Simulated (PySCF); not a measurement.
Species: C4H10NSi2 (charge -1).
SMILES with atom numbers: `[CH3:1][C:2]#[C:3][SiH2:4][N-:5][SiH2:6][CH3:7]` (hydrogens: H8, H9, H10 on C1; H11, H12 on Si4; H13, H14 on Si6; H15, H16, H17 on C7)

Structure optimised with GFN2-xTB, isolated species.

Q: List the bond lengths, angles and torsions at this level.

A: 
```tsv
bond	length (Å)
C1–C2	1.458
C2≡C3	1.203
C3–Si4	1.874
Si4–N5	1.669
N5–Si6	1.667
Si6–C7	1.907
C1–H8, C1–H9, C1–H10	1.093
Si4–H11, Si4–H12	1.501
Si6–H13, Si6–H14	1.502
C7–H15, C7–H16, C7–H17	1.087
```

Bonds in one row agree within 0.01 Å and their mean is given. A selection of angles:
```tsv
angle	degrees
C2–C1–H8	110.3
H8–C1–H9	108.5
C1–C2–C3	179.7
C2–C3–Si4	179.3
C3–Si4–N5	108.4
C3–Si4–H11	102.9
N5–Si4–H11	118.8
H11–Si4–H12	102.8
Si4–N5–Si6	135.4
N5–Si6–C7	109.2
N5–Si6–H13	118.2
C7–Si6–H13	104.2
H13–Si6–H14	101.0
Si6–C7–H15	111.4
H15–C7–H16	107.7
```

Torsions: C3–Si4–N5–Si6 180° (antiperiplanar); Si4–N5–Si6–C7 180° (antiperiplanar). The mirror-image conformer, all signs reversed, is as good.

The 2 C–Si bonds span 1.874 Å (C3–Si4, drawn single) to 1.907 Å (Si6–C7, drawn single), a spread of 0.033 Å. The 2 C–C bonds span 1.203 Å (C2≡C3, drawn triple) to 1.458 Å (C1–C2, drawn single), a spread of 0.255 Å. N5 (nitrogen bonded to 2 Si) is bent (angle 135.4°). Si4 (SiH2 silicon) is distorted tetrahedral (angles from 102.8° to 118.8°). Si6 (SiH2 silicon) is distorted tetrahedral (angles from 101.0° to 118.2°). The 7 heavy atoms lie in one plane (0.001 Å rms).

No frequency check.

The numbers are calculated, not measured.
